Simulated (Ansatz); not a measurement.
```yaml
crystal:
  periodic: [false, false, false]
  atoms:
    - {symbol: N, position_ang: [-0.502024, 1.402059, -0.174136]}
    - {symbol: B, position_ang: [-0.174969, 0.063775, -0.253052]}
    - {symbol: C, position_ang: [0.580378, -1.110057, 0.370835]}
    - {symbol: S, position_ang: [-0.392926, -1.414875, -1.197379]}
    - {symbol: H, position_ang: [-1.088451, 1.862181, -0.848229]}
    - {symbol: H, position_ang: [-0.171832, 1.997568, 0.564809]}
    - {symbol: H, position_ang: [1.653931, -1.220535, 0.245351]}
    - {symbol: H, position_ang: [0.188094, -1.637215, 1.236101]}
basis:
  gaussian: {orbitals: "6-31++G**", nuclear_model: gaussian}
magnetization: {spin_polarized: true, initial_magnetization: 0}
hamiltonian: {xc: {name: revPBE0}, dispersion: d4}
kpoints: {mp_grid: {grid: [2, 2, 2]}}
output: {forces: true}
```

```sh
$ ansatz run in.yaml --threads 2 --pin off --events-out ev --progress --plain --max-ram 4352MiB
```

Q: How does Ansatz answer? (Estimate.)

A: The calculation gave: The input was rejected before any iteration.
```
Error: invalid value for `basis.gaussian`: such a run doesn't read kpoints; remove what it names
```
